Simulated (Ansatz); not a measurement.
`[NH2][Mo]([F])(=[S])=[S]`, charge 0, multiplicity 1.

**Question.** Give a relaxed structure at PBE0-D4/def2-TZVP (Ansatz). (An estimate is asked.)

**Answer.** Computed: 
Z-matrix (Å, degrees):
```
Mo
F 1 1.846
S 1 2.096 2 110.4
N 1 1.898 2 110.4 3 118.8
S 1 2.096 2 110.4 3 -122.5
H 4 1.010 1 123.4 2 -96.2
H 4 1.010 1 123.4 2 96.2
```
Point group Cs.
